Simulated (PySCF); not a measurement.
C₂H₆BNO. Atoms are numbered in the order given.

```xyz
11

N      0.0490    -1.9167     0.0000
B      0.0449    -0.5209     0.0000
C      1.0981     0.6706     0.0000
C     -0.2209     1.4628     0.0000
O     -1.0700     0.2983     0.0000
H      0.8965    -2.4639     0.0000
H     -0.8050    -2.4583     0.0000
H      1.7208     0.7993    -0.8965
H      1.7208     0.7993     0.8965
H     -0.4020     2.0791    -0.8965
H     -0.4020     2.0791     0.8965
```

The structure is a stationary point at PBE0-D3(BJ)/def2-SVP. The structure was generated by enumeration, and PubChem lists no compound with its InChIKey, so it may never have been made. Other conformers were not sampled.

Method: PBE/pcSseg-1 run with PySCF.

GIAO shieldings, no solvent; atoms listed in one row are averaged. δ = σ(ref) − σ: ¹⁵N against NH3 (σ = 267.0 ppm); ¹¹B against BF3 (σ = 83.9 ppm); ¹³C against TMS (σ = 182.0 ppm); ¹⁷O against H2O (σ = 334.3 ppm); ¹H against TMS (σ = 31.49 ppm), references at their B3LYP-D3(BJ)/def2-TZVP geometries, non-relativistic.

```
nucleus     atoms  count  δ (ppm)
-------  --------  -----  -------
¹⁵N            N1      1     74.9
¹¹B            B2      1     21.0
¹³C            C4      1     72.8
¹³C            C3      1     13.9
¹⁷O            O5      1    185.6
¹H       H10, H11      2     4.77
¹H             H7      1     2.93
¹H             H6      1     2.69
¹H         H8, H9      2     1.69
```
